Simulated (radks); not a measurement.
Valence configurations of Te (all share [Kr]). Calculated with a radial shooting solver on a logarithmic mesh with Libxc functionals: Dirac Kohn-Sham, PBEsol, spin-unpolarised, spherical densities, finite nucleus; open shells are shared between the two j in proportion to 2j + 1; Fermi nuclear charge, rms radius 4.7423 fm. Energies are relative to 4d10 5s2 5p4; eigenvalues in eV.

| valence | E (eV) | e(4d3/2) | e(4d5/2) | e(5p1/2) | e(5p3/2) | e(5s1/2) |
|---|---|---|---|---|---|---|
| 4d10 5s2 5p4 | 0.000 | -42.423 | -40.953 | -6.522 | -5.719 | -15.134 |
| 4d10 5s1 5p5 | 9.249 | -43.764 | -42.290 | -7.099 | -6.256 | -15.884 |
| 4d9 5s2 5p5 | 38.119 | -48.655 | -47.120 | -7.676 | -6.731 | -16.967 |
| 4d10 5s1.5 5p4.5 | 4.599 | -43.101 | -41.629 | -6.815 | -5.992 | -15.516 |
| 4d9.5 5s2 5p4.5 | 18.418 | -45.540 | -44.037 | -7.103 | -6.228 | -16.061 |
| 4d8.5 5s2 5p5.5 | 59.107 | -51.770 | -50.202 | -8.244 | -7.228 | -17.857 |
| 4d8 5s2 5p6 | 81.382 | -54.886 | -53.285 | -8.807 | -7.722 | -18.731 |
| 4d9.5 5s1.5 5p5 | 23.212 | -46.194 | -44.690 | -7.386 | -6.492 | -16.426 |
| 4d10 5p6 | 18.691 | -45.047 | -43.569 | -7.641 | -6.760 | - |

NIST lists [Kr] 4d10 5s2 5p4 as the ground configuration; this level of theory agrees among the configurations tried. The energies are those of spherical spin-averaged densities, not of single terms.
